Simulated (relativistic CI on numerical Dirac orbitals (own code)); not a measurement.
Ions with 37 electrons, Rb to Te15+

Method of calculation: Dirac-Coulomb-Breit CI, orbitals from a KLI potential per configuration, QED by a radiative potential, valence Slater integrals scaled by 0.9, P86 correlation energy added to each configuration (own radial code, finite nucleus).

Configuration list (outside the closed core [Ar] 3d10): 4s²4p⁶4d, 4s²4p⁶5s, 4s²4p⁵4d², 4s²4p⁶4f, 4s4p⁶4d², 4s²4p⁵4d4f, 4s²4p⁶5p. Double excitations out of closed p, d and f shells are left out; levels of such configurations are missing from the list, as are those of other unlisted configurations, and high levels can miss mixing partners.

Energies above each ion's lowest level, in eV. Levels are followed by their leading LS label, which can pass from one level to another where the coupling changes. † marks energies above the tabulated ionisation limit.

| Ion | 4s²4p⁶4d ²D5/2 | 4s²4p⁶4d ²D3/2 | 4s²4p⁵4d² ⁴D°1/2 | 4s²4p⁵4d² ⁴D°3/2 | 4s²4p⁵4d² ⁴D°5/2 | 4s²4p⁵4d² ⁴D°7/2 | 4s²4p⁵4d² ⁴G°11/2 |
| --- | --- | --- | --- | --- | --- | --- | --- |
| Rb | 2.3004 | 2.3042 | 19.347† | 19.361† | 19.386† | 19.456† | 19.649† |
| Sr+ | 1.692 | 1.6751 | 22.036† | 22.068† | 22.123† | 22.236† | 22.739† |
| Zr3+ | 0.13741 | 0 | 28.218 | 28.292 | 28.415 | 28.631 | 29.44 |
| Nb4+ | 0.21423 | 0 | 32.143 | 32.241 | 32.403 | 32.682 | 33.581 |
| Mo5+ | 0.30332 | 0 | 36.029 | 36.153 | 36.361 | 36.71 | 37.678 |
| Tc6+ | 0.40597 | 0 | 39.858 | 40.011 | 40.273 | 40.701 | 41.724 |
| Ru7+ | 0.5234 | 0 | 43.637 | 43.822 | 44.132 | 44.633 | 45.728 |
| Rh8+ | 0.65692 | 0 | 47.374 | 47.591 | 47.966 | 48.559 | 49.704 |
| Pd9+ | 0.80786 | 0 | 51.078 | 51.33 | 51.775 | 52.465 | 53.663 |
| Ag10+ | 0.97759 | 0 | 54.757 | 55.044 | 55.567 | 56.36 | 57.617 |
| Cd11+ | ? | ? | ? | ? | ? | ? | ? |
| In12+ | 1.3792 | 0 | 62.06 | 62.419 | 63.128 | 64.142 | 65.54 |
| Sn13+ | 1.614 | 0 | 65.692 | 66.087 | 66.904 | 68.037 | 69.523 |
| Sb14+ | 1.8736 | 0 | 69.317 | 69.745 | 70.681 | 71.935 | 73.525 |
| Te15+ | 2.1597 | 0 | 72.936 | 73.395 | 74.459 | 75.835 | 77.553 |

Q: Fill in the row of Cd11+.

A: 4s²4p⁶4d ²D5/2 1.1675, 4s²4p⁶4d ²D3/2 0, 4s²4p⁵4d² ⁴D°1/2 58.416, 4s²4p⁵4d² ⁴D°3/2 58.739, 4s²4p⁵4d² ⁴D°5/2 59.35, 4s²4p⁵4d² ⁴D°7/2 60.251, 4s²4p⁵4d² ⁴G°11/2 61.574 (eV).

In the calculation the lowest level changes from 4s²4p⁶5s ²S1/2 to 4s²4p⁶4d ²D3/2 at Zr3+.

Between Z = 49 and 52 the energy of 4s²4p⁶4d ²D5/2 follows a local power law Z^7.5. For orientation: electrostatic splittings inside a shell grow about linearly with the screened charge, excitations that change n as its square, and fine structure as its fourth power; written in Z itself the exponents are larger, since the screened charge grows faster in proportion.

The members near neutrality are the least accurate: they can be off by several eV, miss lower levels of configurations outside the list, or start from a wrong lowest level.
